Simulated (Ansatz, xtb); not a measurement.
Breaking the Si1–H2 bond in FHSi (SMILES F[SiH]) (multiplicity 1 held, fragments rigid). Energies count from the point at 1.538 Å.
Geometry at that point (charge 0, multiplicity 1):
```xyz
3

Si    -0.207    -0.345     0.450
H     -1.003    -1.195    -0.556
F      0.434     0.670    -0.638
```

R- and RO- levels are restricted; in cc, def2 and unpolarised 6-31G sets they are followed outwards from rest. Active spaces are followed from a long bond inwards. Left out are points that failed, MP2 points that dive below the minimum, coupled-cluster points behind a jump of the amplitudes or a sharp parting from full CI or MRCI, small-basis points behind a change of solution, and semi-empirical points at long bonds. Curves can end on different states.

Frozen-core correlation.

Programs: Ansatz (a quantum-chemistry and plane-wave program) with Gaussian orbitals; xtb for the GFN methods.  The GFN methods have no spin term and hold the electronic entropy of 300 K.

Energies in eV.

```json
[
 {"R (Å)": "1.230", "GFN2-xTB": "1.00", "R-CCSDT/cc-pV(D+d)Z": "1.09", "FIC-NEVPT4(SD) on CASSCF(2,2)/cc-pV(D+d)Z": "1.10", "FIC-MRCISD+Q on CASSCF(2,2)/cc-pV(D+d)Z": "1.09"},
 {"R (Å)": "1.384", "GFN2-xTB": "0.07", "R-CCSDT/cc-pV(D+d)Z": "0.21", "FIC-NEVPT4(SD) on CASSCF(2,2)/cc-pV(D+d)Z": "0.22", "FIC-MRCISD+Q on CASSCF(2,2)/cc-pV(D+d)Z": "0.21"},
 {"R (Å)": "1.538", "GFN2-xTB": "0.00", "R-CCSDT/cc-pV(D+d)Z": "0.00", "FIC-NEVPT4(SD) on CASSCF(2,2)/cc-pV(D+d)Z": "0.00", "FIC-MRCISD+Q on CASSCF(2,2)/cc-pV(D+d)Z": "0.00"},
 {"R (Å)": "1.692", "GFN2-xTB": "0.20", "R-CCSDT/cc-pV(D+d)Z": "0.14", "FIC-NEVPT4(SD) on CASSCF(2,2)/cc-pV(D+d)Z": "0.13", "FIC-MRCISD+Q on CASSCF(2,2)/cc-pV(D+d)Z": "0.14"},
 {"R (Å)": "1.846", "GFN2-xTB": "0.48", "R-CCSDT/cc-pV(D+d)Z": "0.45", "FIC-NEVPT4(SD) on CASSCF(2,2)/cc-pV(D+d)Z": "0.43", "FIC-MRCISD+Q on CASSCF(2,2)/cc-pV(D+d)Z": "0.45"},
 {"R (Å)": "2.076", "GFN2-xTB": "0.97", "R-CCSDT/cc-pV(D+d)Z": "1.02", "FIC-NEVPT4(SD) on CASSCF(2,2)/cc-pV(D+d)Z": "0.99", "FIC-MRCISD+Q on CASSCF(2,2)/cc-pV(D+d)Z": "1.01"},
 {"R (Å)": "2.307", "GFN2-xTB": "1.47", "R-CCSDT/cc-pV(D+d)Z": "1.58", "FIC-NEVPT4(SD) on CASSCF(2,2)/cc-pV(D+d)Z": "1.53", "FIC-MRCISD+Q on CASSCF(2,2)/cc-pV(D+d)Z": "1.57"},
 {"R (Å)": "2.692", "GFN2-xTB": "2.24", "R-CCSDT/cc-pV(D+d)Z": "2.33", "FIC-NEVPT4(SD) on CASSCF(2,2)/cc-pV(D+d)Z": "2.26", "FIC-MRCISD+Q on CASSCF(2,2)/cc-pV(D+d)Z": "2.32"},
 {"R (Å)": "3.076", "GFN2-xTB": "2.83", "R-CCSDT/cc-pV(D+d)Z": "2.80", "FIC-NEVPT4(SD) on CASSCF(2,2)/cc-pV(D+d)Z": "2.72", "FIC-MRCISD+Q on CASSCF(2,2)/cc-pV(D+d)Z": "2.78"},
 {"R (Å)": "3.538", "GFN2-xTB": "3.28", "R-CCSDT/cc-pV(D+d)Z": "3.07", "FIC-NEVPT4(SD) on CASSCF(2,2)/cc-pV(D+d)Z": "2.98", "FIC-MRCISD+Q on CASSCF(2,2)/cc-pV(D+d)Z": "3.05"},
 {"R (Å)": "4.153", "GFN2-xTB": "3.55", "R-CCSDT/cc-pV(D+d)Z": "3.19", "FIC-NEVPT4(SD) on CASSCF(2,2)/cc-pV(D+d)Z": "3.10", "FIC-MRCISD+Q on CASSCF(2,2)/cc-pV(D+d)Z": "3.17"},
 {"R (Å)": "4.922", "GFN2-xTB": "left out", "R-CCSDT/cc-pV(D+d)Z": "3.23", "FIC-NEVPT4(SD) on CASSCF(2,2)/cc-pV(D+d)Z": "3.13", "FIC-MRCISD+Q on CASSCF(2,2)/cc-pV(D+d)Z": "3.20"}
]
```

Doubts at one or more of the structures used: a restricted determinant that unrestricted orbitals would lower (R-CCSDT/cc-pV(D+d)Z); other coupled-cluster roots lie near (R-CCSDT/cc-pV(D+d)Z); T1 above 0.05 (R-CCSDT/cc-pV(D+d)Z).
